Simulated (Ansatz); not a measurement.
Compare A (`FCC[SiH2]Cl`) with its isomer B (`FCC([SiH3])Cl`).

Program: Ansatz. Geometries: PBE0-D4/def2-TZVP. ΔE: electronic, gas phase. CCSD(T)/CBS adds triple-zeta CCSD(T) − MP2 to the extrapolated MP2 energy (def2 sets, frozen cores). DFT in def2-TZVPP. B3LYP here is the variant with VWN-RPA as its local correlation; programs differ in this. Each species was taken in one conformer, which may not be the lowest.

**Question.** Which isomer does CCSD(T)/CBS put lower? Give the gap. (An estimate is asked.)

**Answer.** The calculation gave: A, by 40.5 kcal/mol.

**Question.** Give E(B) − E(A) in kcal/mol with CCSD(T)/def2-TZVPP, r2SCAN-D4, ωB97M-V, HF/def2-TZVPP, B3LYP, MP2/def2-TZVPP, CCSD/def2-TZVPP. (Estimate.)

**Answer.** The calculation gave: CCSD(T)/def2-TZVPP 39.9, r2SCAN-D4 40.9, ωB97M-V 40.6, HF/def2-TZVPP 42.6, B3LYP 40.3, MP2/def2-TZVPP 41.2, CCSD/def2-TZVPP 40.6. None reverses the order clearly.

Largest T1 diagnostic: 0.011.

In def2-TZVPP, CCSD(T) changes the Hartree–Fock value by −2.7 kcal/mol (the triples alone add −0.7 kcal/mol) and MP2 by −1.3 kcal/mol. From PBE to PBE0 (25 % exact exchange), in def2-TZVPP and without D4, E(B) − E(A) moves by +1.5 kcal/mol.
